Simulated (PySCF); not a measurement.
H2O2Se.

```xyz
5

Se    -0.0122    -0.4038     0.0000
O      0.1216     0.7288     1.3943
H     -0.7659     1.0349     1.6208
O      0.1216     0.7288    -1.3943
H     -0.7659     1.0349    -1.6208
```
Charge 0, spin multiplicity 1.

Geometry: B3LYP-D3(BJ)/def2-TZVP. The values are those of a single conformer.

Computed with PySCF with KT2/pcSseg-2. Non-relativistic, no solvent.

Computed absolute GIAO shielding of each atom: isotropic value and principal components (ppm):
```tsv
atom	σ(iso)	σ11	σ22	σ33	span
Se1	-421.0	-1160.1	-363.5	260.6	1420.7
O2	194.2	-22.3	168.5	436.6	459.0
H3	25.6	18.4	23.7	34.8	16.4
O4	194.2	-22.3	168.5	436.6	459.0
H5	25.6	18.4	23.7	34.8	16.4
```
